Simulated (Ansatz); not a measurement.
Abridged output of a molecular run in Ansatz:

```
Functional definition: HF
844 factors; integrals over basis functions are off by at most 7.9e-4 eV
mean field evaluation 1: about -10672.8483 eV, gradient 1.0e2 eV
mean field evaluation 2: about -10673.3949 eV, gradient 1.0e2 eV
mean field evaluation 4: about -10691.6011 eV, gradient 5.2e0 eV
mean field evaluation 8: about -10691.7094 eV, gradient 8.5e-1 eV
mean field evaluation 16: about -10691.7147 eV, gradient 2.1e-6 eV
mean field -10691.71474083 eV, -392.9132696211 hartree, gradient 2.4e-6 eV, S^2 0.000000; 4 other end points of the search recorded, 0 dependent functions left out; unrestricted orbitals would lower it
determinant -10691.71474083 eV, -392.9132696211 hartree, with singles and doubles -10727.44929135 eV, -394.2264901307 hartree
determinant -10685.64883417 eV, -392.6903516629 hartree, with singles and doubles -10719.82730197 eV, -393.9463871875 hartree
determinant -10685.64882380 eV, -392.6903512816 hartree, with singles and doubles -10719.82728346 eV, -393.9463865074 hartree
unrestricted determinant -10693.68787178 eV, -392.9857808460 hartree, S^2 2.1165
4 core orbitals not correlated: weight in the atoms' cores, before any rotation towards them, 1.000 or more for the frozen orbitals, at most 0.000 for the correlated occupied ones
reference -10691.71474083 eV, -392.9132696211 hartree; 20, 20 occupied and 63, 63 virtual orbitals, 844 factors
second order -43.02437599 eV of doubles, -0.00000000 eV of singles
cycle   1  -35.73019841 eV  change    4.4e-3 eV  update   3.1e-3
cycle   2  -35.72519289 eV  change    5.0e-3 eV  update   2.1e-3
cycle   3  -35.72917605 eV  change   -4.0e-3 eV  update   1.2e-3
cycle   4  -35.72748245 eV  change    1.7e-3 eV  update   4.7e-4
cycle   5  -35.72970044 eV  change   -2.2e-3 eV  update   1.5e-4
cycle   6  -35.72945229 eV  change    2.5e-4 eV  update   4.6e-5
cycle   7  -35.72942987 eV  change    2.2e-5 eV  update   2.9e-5
perturbative correction -3.23973873 eV, -0.1190582024 hartree
Total energy: -10730.68390944 eV, -394.3453601531 hartree
```

Its atoms:

```xyz
5

O     1.5908   -0.1995   -0.4419
Ru    0.0000    0.0000    0.0000
O    -0.9762   -0.8504   -1.0439
O    -0.2201   -0.5645    1.5488
O    -0.3946    1.6143   -0.0630
```

(1) Which basis set was used?
A. def2-TZVPPD
B. def2-SVP
C. cc-pV(T+d)Z
D. cc-pV(Q+d)Z

(2) Write the keys of the input that set method, charge and spin (a neutral closed shell needs none for the last two).

## Answers

(1) B. It gives 87 functions.

(2) 
```yaml
correlation: {method: ccsd_t}
```
